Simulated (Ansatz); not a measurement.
Consider the ligand exchange at the Si–C bond: `[SiH3]C[O][ZnH]` + `OC[SiH2]O` → `OC[SiH2]O[SiH3]` + `C[O][ZnH]`.

Gas-phase electronic energies from Ansatz, PBE0-D4/def2-TZVP geometries. CBS: MP2 limit from def2 TZ/QZ plus the TZ coupled-cluster correction, frozen cores. For Zn outer-core shells are correlated without core-valence functions, which leaves a few kJ/mol of doubt a bond. Scalar relativity is left out up to krypton. One conformer a species, not always the lowest.

`[SiH3]C[O][ZnH]`:

Cartesian coordinates in Å:
```
Si 1.169 -0.522 0.156
C 0.111 0.530 -0.997
O -1.247 0.274 -0.743
Zn -2.051 0.178 0.848
H 0.992 -1.969 -0.141
H 2.622 -0.194 0.168
H 0.605 -0.279 1.526
H 0.362 1.595 -0.873
H 0.331 0.289 -2.046
H -2.894 0.098 2.103
```

`OC[SiH2]O`:

Z-matrix (Å, degrees):
```
C
Si 1 1.881
O 1 1.422 2 110.3
H 1 1.101 2 111.0 3 -123.9
H 1 1.094 2 110.6 3 118.3
O 2 1.658 1 107.3 3 47.6
H 2 1.492 1 111.0 3 168.9
H 2 1.482 1 110.8 3 -67.8
H 3 0.962 1 108.0 2 -44.8
H 6 0.957 2 117.7 1 92.1
```

`OC[SiH2]O[SiH3]`:

Cartesian coordinates in Å:
```
O 1.259 1.179 0.190
C -0.094 1.576 0.371
Si -1.127 0.441 -0.716
O -0.782 -1.112 -0.343
Si 0.472 -2.072 0.096
H 1.818 1.663 0.803
H -0.412 1.466 1.418
H -0.256 2.627 0.091
H -0.821 0.695 -2.147
H -2.570 0.689 -0.459
H 1.609 -1.932 -0.848
H -0.019 -3.474 0.070
H 0.923 -1.746 1.474
```

`C[O][ZnH]`:

Cartesian coordinates in Å:
```
C -0.868 -0.162 -0.568
O 0.201 0.662 -0.211
Zn 1.520 0.389 0.937
H -1.488 0.357 -1.308
H -1.516 -0.411 0.284
H -0.541 -1.108 -1.022
H 2.692 0.274 1.888
```

```
          species  CCSD(T)/def2-TZVPP energy (Eh)
`[SiH3]C[O][ZnH]`                     -2184.07599
      `OC[SiH2]O`                      -480.99306
`OC[SiH2]O[SiH3]`                      -771.28935
      `C[O][ZnH]`                     -1893.82697
```

**Question.** Work out ΔE.

**Answer.** ΔE = (-771.28935) + (-1893.82697) − (-2184.07599) − (-480.99306) = -0.04727 Eh = -124.1 kJ/mol. CCSD(T)/CBS gives -122.7 kJ/mol.

Largest T1 diagnostic among the species: 0.017.

In def2-TZVPP, CCSD(T) changes the Hartree–Fock value by +31.5 kJ/mol (the triples alone add +5.5 kJ/mol) and MP2 by +27.4 kJ/mol. From PBE to PBE0 (25 % exact exchange), in def2-TZVPP and without D4, ΔE moves by −10.6 kJ/mol.
